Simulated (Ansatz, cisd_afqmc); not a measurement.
System: I$_{2}$, charge 0, singlet. I2 (SMILES II).
B3LYP-D3(BJ)/def2-TZVP minimum from Ansatz (a first-principles code):
```
I
I 1 2.6947
```

Total energies in def2-SVP, 14 correlated electrons, 18 frozen orbitals. Open shells are spin-unrestricted; no spin-orbit coupling. Cores are frozen in correlated methods (noble-gas shells, and filled d and f shells in the p block). Past Kr the def2 sets carry scalar-relativistic core potentials. The Monte Carlo rows (phaseless AFQMC, CISD trial, step 0.005/hartree) carry one-sigma bars that omit the constraint's bias. Outlying blocks are dropped, and bars are widened where a walk drifts. Over all cases where full CI ran beside it in this data, AFQMC minus full CI had a median of +0.1 mEh and passed +0.4 mEh in a tenth of the cases. Spin-orbit terms, left out, reach several kcal/mol for Br and I, and more for heavier atoms.

```json
[
 {"method": "HF", "program": "Ansatz", "energy (Eh)": "-593.31630", "minus CCSDTQ (mEh)": "218.82"},
 {"method": "MP2", "program": "Ansatz", "energy (Eh)": "-593.50919", "minus CCSDTQ (mEh)": "25.93"},
 {"method": "CCSD", "program": "Ansatz", "energy (Eh)": "-593.52941", "minus CCSDTQ (mEh)": "5.71"},
 {"method": "CCSD(T)", "program": "Ansatz", "energy (Eh)": "-593.53414", "minus CCSDTQ (mEh)": "0.98"},
 {"method": "CCSDT(Q)", "program": "Ansatz", "energy (Eh)": "-593.53512", "minus CCSDTQ (mEh)": "0.00"},
 {"method": "CCSDTQ", "program": "Ansatz", "energy (Eh)": "-593.53512", "minus CCSDTQ (mEh)": "0.00"},
 {"method": "AFQMC/CISD", "program": "cisd_afqmc", "energy (Eh)": "-593.5347 ± 0.0003", "minus CCSDTQ (mEh)": "0.4 ± 0.3"}
]
```

Rough core times of Ansatz's runs on a shared machine: CCSD(T) under 20 s, CCSDT(Q) under 20 s, CCSDTQ 7 min.
